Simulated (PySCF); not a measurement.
Al(Me)(F) (CH₃AlF), SMILES [CH3][Al+][F], charge +1.

The structure is a stationary point at ωB97X-D3(BJ)/def2-TZVP. The spin state was assumed, not searched. The isomer is the one that the SMILES or the coordinates give; other isomers of the formula were not compared.

Two levels are set side by side: PBE/def2-TZVPD (PySCF) and M06-2X/def2-TZVPD (PySCF). Same geometry, gas phase. Differences are taken from unrounded values.

```
quantity                        PBE
---------------------------  ------
orbital gap (eV)               5.94
highest occupied level (eV)  -14.90
lowest empty level (eV)       -8.96
mean polarisability (bohr³)    32.0
```

### Question
These are the PBE values. What does M06-2X give? (Estimate from the structure and the level; the computed values follow.)

### Answer

| quantity | M06-2X | PBE minus M06-2X |
|---|---|---|
| orbital gap (eV) | 9.92 | -3.99 |
| highest occupied level (eV) | -17.44 | 2.54 |
| lowest empty level (eV) | -7.52 | -1.45 |
| mean polarisability (bohr³) | 29.8 | 2.3 |

PBE's occupied levels lie high since its potential decays too fast outside the molecule; exact exchange lowers them and widens the gap. PBE's more diffuse valence density responds more strongly to a field. Differences between two approximate levels are no errors against the true value.

Rough cost on one machine, each run with all the roots and properties that it gave: M06-2X against PBE about 5 times.
